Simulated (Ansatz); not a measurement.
The cluster Al₃Ga₂⁺. Total charge 1; singlet. Geometry r2SCAN-D4/def2-SVP; atoms count from 1.

```tsv
atom	x (Å)	y (Å)	z (Å)
Al1	-0.562	-0.127	2.529
Al2	1.398	-0.207	0.896
Al3	-1.019	0.257	-2.148
Ga4	1.449	-0.071	-1.517
Ga5	-1.266	0.147	0.239
```

The restricted singlet is unstable towards broken spin symmetry in Hartree–Fock (as tested in another run); at PBE0-D4/def2-TZVP this wasn't settled. Another isomer (singlet) lies 0.07 eV lower at PBE0-D4/def2-TZVP; other spin states weren't run for this one.

(1) Estimate the Mulliken populations from the PBE0/def2-TZVP orbitals of Ansatz.

(2) And the Mayer bond orders between bonded heavy atoms (over 0.3)?

Results:

(1) 
```csv
atom,charge (e)
Al1,0.35
Al2,0.16
Al3,0.40
Ga4,0.16
Ga5,-0.08
```
Mulliken values and Mayer orders depend strongly on the basis.

(2) Al1–Al2 0.73 (2.55 Å); Al1–Ga5 0.96 (2.41 Å); Al2–Ga4 0.92 (2.42 Å); Al2–Ga5 0.64 (2.77 Å); Al3–Ga4 0.66 (2.57 Å); Al3–Ga5 0.95 (2.40 Å). Values over 0.3 also appear between atoms too far apart for a bond (Al1–Al3 0.32 at 4.71 Å; Al1–Ga4 0.31 at 4.52 Å; Al2–Al3 0.36 at 3.91 Å; Ga4–Ga5 0.40 at 3.24 Å); they arise where an orbital or an unpaired electron spreads over both atoms.
